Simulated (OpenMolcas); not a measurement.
## Pt2+: moving or changing the point charges

Pt2+ among 4 point charges of -2.5 e arranged as a tetrahedron (Td), 1.87 Å from the ion.
```
   1.0796    1.0796    1.0796  -2.50
   1.0796   -1.0796   -1.0796  -2.50
  -1.0796    1.0796   -1.0796  -2.50
  -1.0796   -1.0796    1.0796  -2.50
```

| Property | Result |
| --- | --- |
| Program | OpenMolcas 26.06 |
| Method | CASSCF |
| Basis | ANO-RCC-VDZP [7s6p4d2f] |
| Scalar Hamiltonian | DKH2, point nucleus |
| Active space | 8 electrons in 5 orbitals (5d) |
| State averaging | 2S+1 = 3 even, 10 roots; 2S+1 = 1 even, 15 roots |
| Spin-orbit coupling | RASSI with atomic mean-field integrals over the reference wave functions |

Runs around this geometry, states (labels of Td). Energies in cm-1 above the lowest state or level, χT in cm3 K/mol; under a threefold ground state the first gap can be a small split of the lowest multiplet, not the spin-orbit step; 10Dq and B are least-squares fits to the states below 45000 cm-1, weighted by degeneracy, with a free offset, and given where the rms deviation is under 5 % of |10Dq| (or 100 cm-1) and under 700 cm-1; 10Dq is negative for this site.

```tsv
R (Å)	q (e)	Ground state	First state of that spin	10Dq	B (rms of fit)	First gap with spin-orbit (degeneracies)	χT at 300 K	First state of another spin
1.87	-2	3T1	3T2 3539	-4039	796 (189)	866.8 (1, 3)	1.748	1E 11371
1.76	-2.5	3T1	3T2 3172			542.8 (1, 3)	2.275	1E 9336
1.87	-2.5	3T1	3T2 3234			694.3 (1, 3)	2.028	1E 10488
2.01	-2.5	3T1	3T2 2976			749.9 (1, 3)	1.976	1E 11378
```

Scaling the charges by -2 / -2.5 = 0.80 scales the first state of the same spin by 3539 / 3234 = 1.09; with fixed orbitals a first-order splitting would follow the charge.

An orbital triplet at a regular site is open to Jahn-Teller coupling, which can distort the site and quench the lowest spin-orbit gaps and is left out. Without dynamic correlation the repulsion within the d shell is too large (B by tens of per cent), so at a given field states of lower spin stand too high. Real 4d8 and 5d8 ions are as a rule square planar and diamagnetic. This is an electrostatic model: the charges have no orbitals. No measured value stands beside these numbers.
